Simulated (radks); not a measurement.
The numbers below are computed, except where a source is named.
Neutral tantalum inside a hard spherical wall (all orbitals vanish at R), configuration held at [Xe] 4f14 5d3 6s2 and not refilled when levels cross. Code: a radial shooting solver on a logarithmic mesh with Libxc functionals. Model: scalar-relativistic Kohn-Sham, PBEsol, spin-polarised, spherical densities, point nucleus; open shells are filled with parallel spins first (spin-orbit coupling, left out, can overturn this in heavy ions). Eigenvalues in eV for spin up, with the zero of energy where the potential of the charges vanishes at infinity; a dash marks a level that is unbound or too diffuse for the functional's potential to be trusted. A positive occupied level is held by the wall or, in an anion where self-interaction has pushed it up, behind a barrier. The pressure on the wall is -dE/dV.

R (bohr)  E (hartree)  kinetic (hartree)    e(5p)    e(4f)   e(6s)   e(5d)  e(6p, empty)  e(7s, empty)  pressure (GPa)
free      -15599.9561          17141.664  -39.839  -24.591  -5.917  -4.242        -1.566             -               0
20        -15599.9561          17141.664  -39.839  -24.591  -5.917  -4.242        -1.565             -        < 0.0001
15        -15599.9561          17141.664  -39.839  -24.590  -5.917  -4.242        -1.562         0.245        < 0.0001
10        -15599.9555          17141.671  -39.793  -24.544  -5.882  -4.201        -1.434         1.726          0.0158
7         -15599.9376          17141.799  -39.137  -23.871  -5.340  -3.622        -0.320         7.216            1.02
6         -15599.8971          17142.028  -38.217  -22.906  -4.474  -2.805         1.177        12.725            4.46
4         -15599.2903          17144.556  -32.105  -16.141   4.264   3.374        14.330        50.340             127
3         -15597.1978          17152.390  -22.371   -4.646  27.280  15.657        45.252        123.33            1140
2.5       -15593.4580          17166.100  -10.457    9.015  61.522  31.810        87.398        213.03            4510
